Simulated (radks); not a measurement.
Question: Method: non-relativistic Kohn-Sham, PBE, spin-polarised, spherical densities, point nucleus; open shells are filled with parallel spins first; computed with a radial shooting solver on a logarithmic mesh with Libxc functionals. Each species is in its NIST ground configuration. Rank B3+, O3+, Ne3+, F3+, C3+, N3+ by radius at which the density is 0.001 e/bohr^3 (bohr), largest first.

Answer: C3+ 2.45, N3+ 2.42, O3+ 2.33, F3+ 2.25, Ne3+ 2.16, B3+ 1.23.
